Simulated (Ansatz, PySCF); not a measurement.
Species: CHS, net charge 0, doublet state. SMILES: [C]S
Geometry: optimised at B3LYP-D3(BJ)/def2-TZVP (Ansatz, an electronic-structure program).

Wanted: vertical ionisation energy to the singlet, in eV. Conventions: 6-311+G** with 5d, 6d on Na to Ar in Ansatz; six Cartesian d functions in 6-31G* and its kin unless marked 5d; each state is the SCF solution reached for its charge and spin; frozen cores in correlated levels; open shells spin-unrestricted; dispersion terms only where a functional's name holds one; non-relativistic; spin-orbit terms left out. Ab initio and DFT rows: single points at B3LYP-D3(BJ) geometries (Ansatz).

```json
[
 {"level": "HF/6-31G*", "program": "Ansatz", "vertical ionisation energy to the singlet (eV)": "9.02"},
 {"level": "PBE/6-31G*", "program": "Ansatz", "vertical ionisation energy to the singlet (eV)": "9.15"},
 {"level": "PBE/6-311+G**", "program": "Ansatz", "vertical ionisation energy to the singlet (eV)": "9.30"},
 {"level": "B3LYP/STO-3G", "program": "Ansatz", "vertical ionisation energy to the singlet (eV)": "6.83"},
 {"level": "B3LYP/6-31G*", "program": "Ansatz", "vertical ionisation energy to the singlet (eV)": "9.27"},
 {"level": "MP2/6-31G*", "program": "Ansatz", "vertical ionisation energy to the singlet (eV)": "8.71"},
 {"level": "MP2/6-311+G**", "program": "Ansatz", "vertical ionisation energy to the singlet (eV)": "8.92"},
 {"level": "PBE/def2-TZVPD", "program": "Ansatz", "vertical ionisation energy to the singlet (eV)": "9.35"},
 {"level": "M06-2X/def2-TZVPD", "program": "PySCF", "vertical ionisation energy to the singlet (eV)": "9.32"},
 {"level": "wB97X-V/def2-TZVPD", "program": "Ansatz", "vertical ionisation energy to the singlet (eV)": "9.37"}
]
```

No value to compare with is used here. The 7 habitual levels span 6.83 (B3LYP/STO-3G) to 9.30 eV (PBE/6-311+G**); wB97X-V/def2-TZVPD gives 9.37.

The levels are drawn from those run, B3LYP/6-31G* more often than the rest, none by its result; left out are runs that failed, that the program found above a lower state of the same kind, or whose <S^2> lies over 0.5 above the pure value.
